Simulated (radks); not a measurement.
Initial-state core-level shifts of the thulium ion Tm+ when its valence configuration changes from [Xe] 4f13 6s1. Method: non-relativistic Kohn-Sham, r2SCAN, spin-polarised, spherical densities, point nucleus; open shells are filled with parallel spins first (spin-orbit coupling, left out, can overturn this in heavy ions); meta-GGA in the generalised Kohn-Sham scheme; relativity is left out, which matters for an element this heavy; computed with a radial shooting solver on a logarithmic mesh with Libxc functionals. Shifts are changes of the shell-averaged eigenvalues in eV (positive: less bound); the change of the density at the nucleus, which sets a Mossbauer isomer shift, is in e/bohr^3, on a base of 2.345e+05.

valence,2p,3p,4d,5p,density at nucleus
4f12 6s1 6p1,-12.348,-13.206,-12.319,-7.076,+14.03
4f13 5d1,+2.282,+2.249,+2.300,+2.212,-9.19
4f12.5 5d1.5,-1.521,-1.980,-1.524,+0.674,-4.61
4f11 6s2 6p1,-25.409,-27.304,-25.069,-13.505,+42.98
4f11 5d1 6s2,-20.783,-22.752,-20.507,-9.504,+37.41
4f11 5d2 6s1,-17.224,-19.240,-16.980,-6.370,+24.37
4f13 6p1,-1.192,-1.182,-1.192,-1.194,-7.99
4f12.5 5d0.5 6s1,-4.064,-4.491,-4.078,-1.731,+5.64
